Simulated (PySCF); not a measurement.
# Electronic structure of Be³⁺ (beryllium, charge +3) at the UHF level

Configuration: 1s1, 2S determinant. All numbers are calculated (PySCF 2.14, no relativity, point nucleus, in cc-pVTZ).

| Item | Value |
| --- | --- |
| Total energy | -7.979314 hartree |
| One-electron energy | -7.9793 hartree |
| Hartree (Coulomb) energy | 1.2037 hartree |
| Exchange energy | -1.2037 hartree |
| Kinetic energy | 7.47547 hartree |
| ⟨S²⟩ | 0.7500 |
| ⟨L²⟩ | 0.000 |
| Sum of ⟨r⟩ | 0.3908 bohr |
| Sum of ⟨r²⟩ | 0.2175 bohr² |
| Density at the nucleus (Gaussians lack the cusp) | 18.5 bohr⁻³ |
| Spin density at the nucleus | 18.5 bohr⁻³ |
| Langevin diamagnetic susceptibility | -0.172 ×10⁻⁶ cm³/mol |
| Time after the integrals | 0.03 s of wall time on 1 thread of Intel(R) Xeon(R) 6975P-C (shared host) |

```json
{"shell": "1s α", "electrons": "1", "mean orbital energy (eV)": "-217.13", "rms radius, mean of both spins (bohr)": "0.466"}
```
